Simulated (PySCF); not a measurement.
**Nuclear quadrupole coupling in `COc1cnc(F)nc1`**

Compound: C₅H₅FN₂O.
Structure used (GFN2-xTB), in Å, numbered top down from 1:
```xyz
14
C5H5FN2O angstrom
C     -2.3805    0.1703    0.0736
O     -1.2837   -0.1027    0.9212
C     -0.0460   -0.0827    0.3898
C      1.0378   -0.3559    1.2395
N      2.2816   -0.3591    0.8105
C      2.4592   -0.0905   -0.4674
F      3.7147   -0.0945   -0.8976
N      1.5386    0.1797   -1.3609
C      0.2830    0.1857   -0.9408
H     -2.4532   -0.5640   -0.7338
H     -2.3161    1.1763   -0.3508
H     -3.2618    0.0999    0.7082
H      0.8786   -0.5743    2.2855
H     -0.4528    0.4114   -1.6991
```

Field gradients from the PBE0/pcSseg-1 density (PySCF, non-relativistic), principal values in atomic units, ordered |Vxx| ≤ |Vyy| ≤ |Vzz|:

```tsv
atom	Vxx	Vyy	Vzz
O2	-0.2893	-1.6562	1.9455
N5	0.4143	0.6473	-1.0617
N8	0.4259	0.6198	-1.0456
```

**Question.** Find the asymmetry η = (Vxx − Vyy)/Vzz and the couplings χ = eQV/h (234.96 MHz × Q in barn × V in au), with Q(17O) = −0.0256 b, Q(14N) = 0.02044 b.

**Answer.** 
```
atom             environment  nucleus     η  χzz (MHz)  χxx (MHz)  χyy (MHz)
  O2       aryl ether oxygen      17O  0.70     -11.70       1.74       9.96
  N5  pyridine-type nitrogen      14N  0.22      -5.10       1.99       3.11
  N8  pyridine-type nitrogen      14N  0.19      -5.02       2.05       2.98
```

**Question.** What is Vzz at O2 in SI units (1 au = 9.71736 × 10²¹ V/m²)?

**Answer.** 1.9455 au = 18.905 × 10²¹ V/m².

Were the hydrogens deuterons (Q(2H) = 0.00286 b), χzz would run from 196 kHz (H10 and H11) to 216 kHz (H14 and H13).

One conformer (not necessarily the lowest) at the GFN2-xTB geometry, without solvent, vibrations or thermal averaging. GFN2-xTB bond lengths can be off by several hundredths of an ångström, more for odd bonds, and the gradients follow them. A larger basis could move these couplings by a tenth or more.

The run behind these numbers computed NMR shieldings as well. On Arm Neoverse N1, one thread, no GPU, shared host, this took 40 s wall.
